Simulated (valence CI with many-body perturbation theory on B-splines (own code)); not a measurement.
**A CI+MBPT run for Ho28+**

Computed by valence CI with perturbative core correlation (CI+MBPT): three valence electrons over a frozen Dirac-Fock core [Kr], a basis of 7 s, 7 p, 8 d, 6 f, 4 g, 1 h functions for each j, with the one-electron correlation potential Σ1 (screened to all orders), the two-electron term Σ2, the three-electron term Σ3, Breit, model QED; selected single and double excitations, second order for the rest, scaled by the run's own slope (own B-spline code, finite nucleus).

Command, and the settings that its task file holds:

```sh
python run_cv.py task.json out
```

```
atom Ho  Z=67  mass_number=165  rms_radius_fm=5.2022
core [Kr]
valence 4d3
avg = 1
basis = M
beyond = 1
breit = 1
cap = 32000
capref = 2200
cscale = 1
de = 0.0
dress = 0
eps = 2e-08
extrap = 1
h = 0.27
hh = 1
l2 = 3
lcore = 6
maxit = 60
n2 = 5
natural = 1
nlev = 190
nno = [4, 4, 5, 4, 3, 1]
nroot = 40
nsp = [3, 3, 3, 2, 1, 0]
pt2 = 1
qed = 1
rpa = 1
s1 = 1
s2 = 1
s3 = 1
screen = 1
tol = 2e-05
whole = 1
```

It took 43 s on 1 thread of Intel(R) Xeon(R) Processor @ 2.30GHz, on a shared host.

Log. The first blocks belong to the next ion, which gives the ionisation energy. Fields: 2J, parity (1 odd), roots, reference size, generating configurations, candidates as configurations/state functions, variational space P, stored matrix elements, Davidson steps; e2 is the range of second-order energies in hartree. The first line gives the box (bohr), its intervals, the orbitals and the steps of their self-consistent field. Window is the range of levels sought, series limit the energy at which the first omitted orbital would enter, core excitation an estimate of the first excitation out of the core, left out the lowest levels not solved, and shifts from estimates the range by which levels moved from their first estimate, all in cm⁻¹.

```
rmax 5.1 intervals 59 orbitals 59 references ['4d3', '4d2 4f', '4d2 5s', '4d 4f2', '4d2 5p'] scf 4 t 2.3
2J=4 par=0 roots 2 ref 43 generators 3 cand 639/639 P 545/545 nnz 0 it 0
2J=4 par=0 roots 2 ref 43 generators 6 cand 137/137 P 617/617 nnz 0 it 0
   second order: generators 8 cand 65/65 e2 -0.00000 -0.00000
2J=0 par=0 roots 2 ref 14 generators 4 cand 206/206 P 214/214 nnz 0 it 0
2J=0 par=0 roots 2 ref 14 generators 6 cand 6/6 P 219/219 nnz 0 it 0
   second order: generators 6 cand 1/1 e2 -0.00000 -0.00000
2J=6 par=0 roots 2 ref 39 generators 2 cand 608/608 P 334/334 nnz 0 it 0
2J=6 par=0 roots 2 ref 39 generators 5 cand 313/313 P 419/419 nnz 0 it 0
   second order: generators 9 cand 228/228 e2 -0.00000 -0.00000
reference levels 1615, estimated 100, window 1674875 1/cm; series limit 5481438, core excitation 1046797
2J=3 par=0 roots 5 ref 123 generators 7 cand 2277/5716 P 1303/3416 nnz 3e+06 it 5
2J=3 par=0 roots 5 ref 123 generators 10 cand 1935/4868 P 1581/4193 nnz 4e+06 it 6
   second order: generators 11 cand 2275/5590 e2 -0.00001 -0.00000
2J=5 par=0 roots 5 ref 147 generators 4 cand 1731/5164 P 1325/4057 nnz 4.3e+06 it 5
2J=5 par=0 roots 5 ref 147 generators 8 cand 2021/6292 P 1619/5028 nnz 5.8e+06 it 5
   second order: generators 10 cand 2457/7477 e2 -0.00001 -0.00000
2J=7 par=0 roots 3 ref 139 generators 2 cand 868/2477 P 1220/3715 nnz 3.8e+06 it 3
2J=7 par=0 roots 3 ref 139 generators 6 cand 2069/6867 P 1479/4573 nnz 5.2e+06 it 5
   second order: generators 8 cand 2582/8595 e2 -0.00001 -0.00001
2J=9 par=0 roots 3 ref 118 generators 4 cand 1515/4740 P 1131/3320 nnz 3.1e+06 it 4
2J=9 par=0 roots 3 ref 118 generators 8 cand 1949/6054 P 1289/3798 nnz 3.8e+06 it 4
   second order: generators 9 cand 1791/5576 e2 -0.00001 -0.00001
2J=1 par=0 roots 2 ref 70 generators 3 cand 2005/3276 P 1093/1782 nnz 0 it 3
2J=1 par=0 roots 2 ref 70 generators 6 cand 1734/2828 P 1361/2248 nnz 0 it 4
   second order: generators 7 cand 1466/2362 e2 -0.00001 -0.00000
2J=11 par=0 roots 1 ref 80 generators 1 cand 686/1667 P 789/2037 nnz 0 it 4
2J=11 par=0 roots 1 ref 80 generators 3 cand 1869/5246 P 970/2537 nnz 1.8e+06 it 4
   second order: generators 6 cand 2460/7343 e2 -0.00001 -0.00001
2J=7 par=1 roots 16 ref 154 generators 8 cand 2612/7950 P 1843/6397 nnz 7.1e+06 it 6
...
2J=3 par=1 roots 13 ref 133 generators 12 cand 2005/4802 P 2896/7538 nnz 9.2e+06 it 5
   second order: generators 26 cand 3924/9540 e2 -0.00001 -0.00000
2J=13 par=1 roots 5 ref 59 generators 4 cand 1007/2471 P 1563/3760 nnz 2.6e+06 it 3
2J=13 par=1 roots 5 ref 59 generators 5 cand 532/1269 P 1783/4341 nnz 3.5e+06 it 4
   second order: generators 10 cand 2158/5839 e2 -0.00000 -0.00000
2J=15 par=1 roots 2 ref 34 generators 2 cand 434/997 P 887/1823 nnz 0 it 3
2J=15 par=1 roots 2 ref 34 generators 2 cand 244/566 P 1015/2120 nnz 0 it 3
   second order: generators 5 cand 1063/2594 e2 -0.00000 -0.00000
left out: unestimated 2595447, estimated none, shifts from estimates -19 to 29
operators 2.6
```

The Davidson iterations converged.

The last digits are not significant, and no measured levels were compared; by estimate large intervals hold to a few tenths of a per cent, small ones and those within an open d or f shell to about a per cent. The list stops below the first excitations out of the core.

```
Valence energy                            : -118.8463 hartree
Ionisation energy                         : 1030.8 eV (NIST: 1029 ± 4 eV (theoretical))
Reference configurations for the orbitals : 4d3, 4d2 4f, 4d2 5s, 4d 4f2, 4d2 5p
Radial orbitals                           : 59
Box radius                                : 5.149 bohr
Largest variational space                 : 9450
Lowest levels                             : (4d3/2^3) J=3/2 0.0, (4d3/2^2 4d5/2) J=5/2 [a] 62600, (4d3/2^2 4d5/2) J=3/2 81169, (4d3/2^2 4d5/2) J=7/2 86483, (4d3/2^2 4d5/2) J=9/2 91308, (4d3/2^2 4d5/2) J=1/2 93285, (4d3/2^2 4d5/2) J=5/2 [b] 139790, (4d3/2 4d5/2^2) J=7/2 [a] 151630, (4d3/2 4d5/2^2) J=9/2 160750, (4d3/2 4d5/2^2) J=3/2 [a] 173400, (4d3/2 4d5/2^2) J=1/2 180440, (4d3/2 4d5/2^2) J=11/2 186930, (4d3/2 4d5/2^2) J=5/2 [a] 191350, (4d3/2 4d5/2^2) J=5/2 [b] 203210 cm⁻¹
```

Levels are named by their leading jj configuration (3d3/2^4 stands for four electrons in 3d with j = 3/2), which in mixed levels can hold well under half, so a name can repeat and another be missing. Letters in brackets count levels of one name in rising energy.
